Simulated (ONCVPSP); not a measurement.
osmium (Os): one change to an ONCV potential, before and after

* Element: osmium
* Generator: ONCVPSP 4.0.1
* Type: optimised norm-conserving Vanderbilt (ONCV)
* Functional: revPBE
* Relativity: fully relativistic
* Frozen core: [Kr] 4d10 4f14
* Valence charge: 16
* Reference configuration: 5s2 5p6 5d6 6s1.75 6p0.25
* Partial waves: 5s+6s: rc 1.70 bohr, ncon 4, nbas 8, qcut 7.4 1/bohr, 2 projectors; 5p+6p: rc 1.55 bohr, ncon 4, nbas 9, qcut 10.5 1/bohr, 2 projectors; 5d: rc 2.40 bohr, ncon 4, nbas 8, qcut 6.6 1/bohr, 2 projectors, debl 0.9 Ha
* Local potential: polynomial inside 1.05 bohr (lpopt 5, dvloc0 0 Ha)
* Core correction: Teter function, fcfact 2.75, rcfact 1.7

Open shells are filled in proportion to 2j + 1.

Change: core correction Teter function, fcfact 2.75, rcfact 1.32.

Cutoffs: the cutoffs (Ha) at which the residual kinetic energy of the hardest occupied pseudo-wave falls to 1 and 0.1 mHa per electron; they do not see the model core or the augmentation charge, which bear on the density cutoff. Errors are all-electron minus pseudo energies relative to the spin-unpolarised reference configuration.

Task: How do hardness, ghosts and transferability respond?

Result: The potential gets neither clearly harder nor softer (33 Ha and 39 Ha → 33 Ha and 39 Ha); of the 3 tests that both files solve, the error grows in 0 and shrinks in 2 by more than 15 % and 0.3 meV (median size 1.7 → 0.1 meV); neither file shows a bound ghost. A model core, the more so a compact one, raises the density cutoff, which this test does not measure.

| quantity | base | changed |
| --- | --- | --- |
| cutoff, loose | 33 Ha | 33 Ha |
| cutoff, tight | 39 Ha | 39 Ha |
| bound ghosts | none | none |
| GHOST(+) flags under 300 eV | s at 63.2 eV, d5/2 at 127.4 eV | s at 63.2 eV, d5/2 at 127.4 eV |
| tests with a reliable result | 3 of 4 | 3 of 4 |
| error for 5s2 5p6 5d6 6s2 6p0, meV [ΔE -1.21 eV] | -0.1 | -0.1 |
| error for 5s2 5p6 5d6 6s1 6p0, meV [ΔE 8.29 eV] | -1.7 | 0.0 |
| error for 5s2 5p5 5d6 6s2 6p0, meV [ΔE 56.41 eV] | -79 | -67 |
| s: phases at 1.73 bohr within 0.05 rad from the reference energy up to (Ha; the scan ends near 5) | 2.1 | 2.1 |
| p3/2: phases at 1.57 bohr within 0.05 rad from the reference energy up to (Ha; the scan ends near 5) | to the end of the scan | to the end of the scan |
| p1/2: phases at 1.57 bohr within 0.05 rad from the reference energy up to (Ha; the scan ends near 5) | to the end of the scan | to the end of the scan |
| d5/2: phases at 2.43 bohr within 0.05 rad from the reference energy up to (Ha; the scan ends near 5) | 4.4 | 4.4 |
| d3/2: phases at 2.43 bohr within 0.05 rad from the reference energy up to (Ha; the scan ends near 5) | to the end of the scan | to the end of the scan |
| rms error of d²Exc/dni dnj with the model core, mHa | 2.14 | 3.79 |
